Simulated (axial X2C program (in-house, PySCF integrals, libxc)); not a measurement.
# Spectroscopic constants of LiCu⁻

Calculated with an axial X2C code built on PySCF integrals. Spin-free means the one-electron spin-free X2C Hamiltonian; two-component (2c) means X2C with spin–orbit coupling and atomic mean-field two-electron Coulomb and Gaunt terms, so the difference of the two also holds small scalar two-electron terms. Basis: Cu dyall-acv3z [10s10p7d4f2g], Li dyall-av3z [9s9p3d] (cores contracted in-house); Gaussian nuclei, density fitting, unrestricted open shells. Masses: Cu 62.930 u, Li 7.016 u.

Input file and command:
```json
{"zs": [29, 3], "q": -1, "bas": ["dyall-acv3z", "dyall-av3z"], "levels": ["PBE0", "HF", "B97-3"], "cc": true, "r0": 2.45, "thr": -2.0, "nmax": 90, "npts": 10, "nst": 2, "ntry": 6}
```
```bash
python so2c.py task.json out
```

Keys: zs atomic numbers; q charge; bas basis sets; levels methods; cc coupled cluster on or off; r0 starting distance in Å; thr threshold in hartree for freezing inner shells (an s shell follows its p shell); nmax most natural virtual spinors; npts points on the curve; nst determinants followed; ntry starts of the search. HF also brings MP2.

State, spin-free: M_S = 1/2, Λ = 0 (beyond evenly filled blocks: σα); electrons by block: σα: 9, σβ: 8, π+α: 3, π+β: 3, π-α: 3, π-β: 3, δ+α: 1, δ+β: 1, δ-α: 1, δ-β: 1. Fragments: Cu- + Li.

State, 2c: Ω = 1/2 (⟨Sz⟩ = 0.50, ⟨Lz⟩ = 0.00 at PBE0); electrons by block: 1/2: 12, -1/2: 11, 3/2: 4, -3/2: 4, 5/2: 1, -5/2: 1. Fragments: Cu- + Li.

```
Hamiltonian    level  Re (Å)  ωe (cm⁻¹)  ωexe (cm⁻¹)  Be (cm⁻¹)  αe (cm⁻¹)  De (eV)   μ (D)
  spin-free     PBE0   2.459      282.3         2.64     0.4416    0.00653     1.19  -10.74
  spin-free       HF   2.807      193.4          1.7     0.3388    0.00498    0.802   -8.84
  spin-free     CCSD   2.466      283.6         2.62     0.4393    0.00656     1.12     n/a
  spin-free  CCSD(T)   2.432      301.0         2.81     0.4517    0.00655      n/a     n/a
  spin-free    B97-3   2.488      264.4          n/a     0.4315     0.0086     1.06  -12.10
         2c     PBE0   2.459      282.1         2.63     0.4416    0.00652     1.19  -10.75
         2c       HF   2.808      193.3          1.7     0.3388    0.00497    0.801   -8.84
         2c     CCSD   2.466      283.2         2.53     0.4391    0.00642     1.12     n/a
         2c  CCSD(T)   2.432      300.4         2.63     0.4515    0.00643      n/a     n/a
         2c    B97-3   2.488      264.2          n/a     0.4316    0.00862     1.06  -12.11
```

Correlated methods: 13 electrons correlated (number of frozen shells: Cu 3 s, 2 p; Li 1 s), 271 virtual spin orbitals or spinors in MP2, 90 natural virtuals in coupled cluster.

Dipoles are positive if Li is the positive end and refer to the centre of mass.

Occupations by symmetry block were frozen at the best pattern of an incomplete PBE0 search. Dissociation energies refer to the lowest single-determinant-based atoms at the same level and basis. De is not given where an atomic determinant may have missed its ground term or J level, or where the truncated virtual space spoils (T). Density functionals use the spin component along the axis (collinear). CCSD and (T) use frozen natural virtuals with an MP2 correction for the truncation; (T) itself is uncorrected, so its De runs slightly low. The highest occupied level of some functionals is positive through self-interaction error; at Hartree–Fock it is bound. The determinant is spin-polarised beyond a pure state at some levels (its spin-free form has ⟨S²⟩ too high), which makes Re and μ there less reliable. The T1 diagnostic is large, a sign of multireference character. The stretched end of a curve changes character and is left out. Hartree–Fock gets electron affinities wrong, so its lowest charge split need not be the true one.

No reliable constants came from MP2 (2c), MP2 (spin-free): no minimum in range, unconverged points, a curve that is not smooth, a change of character along it, or the two Hamiltonians disagreeing along it.

Rough cost a point (2c) on 1 thread(s) of a shared host, integrals apart: PBE0 1.2 s, HF 0.7 s, CCSD(T) 8 s, B97-3 1.4 s.

The whole task took 3.7 min on 1 thread of Arm Neoverse V1, on a shared host.
